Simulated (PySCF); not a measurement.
Species: C5H7F2O2 (doublet state).
Structure used (GFN2-xTB), in Å, numbered top down from 1:
```
atom  x, y, z in Å
C1     3.0673    0.8886   -0.3069
O2     1.9479    0.1136   -0.2376
C3     0.8284    0.7220    0.3436
C4    -0.3377   -0.2298    0.3532
C5    -0.3047   -1.4701   -0.0985
O6    -1.4382    0.4035    0.9191
C7    -2.6483   -0.1785    0.7836
F8    -2.8252   -1.2012    1.6572
F9    -3.5784    0.7356    1.0896
H10    3.9321    0.3620   -0.6545
H11    3.1491    1.7656    0.3088
H12    1.0427    1.0296    1.3794
H13    0.5433    1.6280   -0.2140
H14    0.6093   -1.8425   -0.5202
H15   -1.1387   -2.1453   -0.0494
H16   -2.8565   -0.5723   -0.2301
```

The hyperfine couplings belong to this conformer and change with its torsions.

The species is `[CH2]OCC(=C)OC(F)F` [radical].

Computed, not measured: UKS B3LYP, pcH-1 on C F H O, non-relativistic, mean-field spin-orbit, GIAO (PySCF). Geometry: GFN2-xTB, one conformer, isolated molecule. Couplings are sensitive to structure, and on GFN2-xTB geometries they can be far from those on DFT ones. No stability test was run, so a lower SCF solution isn't excluded.

The isotropic 13C couplings are +132.0, -5.4, -1.7 MHz. Assign them to C1; C3; C4.

| site | a_iso (MHz) | ρ(0) (bohr⁻³) | position | distance from C1 (Å) | spin population | largest \|T\| (MHz) |
| --- | --- | --- | --- | --- | --- | --- |
| C1 | +132.0 | +0.1174 | largest spin population | 0.00 | +0.94 | 149.8 |
| C3 | -5.4 | -0.0048 | 2 bonds from C1 | 2.34 | -0.02 | 2.7 |
| C4 | -1.7 | -0.0015 | 3 bonds from C1 | 3.64 | 0.00 | 0.9 |

ρ(0) is the spin density at the nucleus and T the dipolar tensor; entries for several nuclei are means. The largest Mulliken spin populations are on C1 (+0.94) and O2 (+0.12). No atom but C1 exceeds +0.15. The angles at C1 add up to 355.1°, so it is nearly planar; its axial dipolar tensor and the negative couplings of its protons fit spin in a p orbital normal to that plane.

Nuclei that the bonding pattern makes equivalent are averaged, as if the motion that swaps them (rotation, inversion, ring flip) were fast.

The run took 3.1 min wall (with the writing of density and orbital grids) on one thread, AMD EPYC (x86_64), no GPU, shared host, and the process peaked at 1.1 GiB of memory.
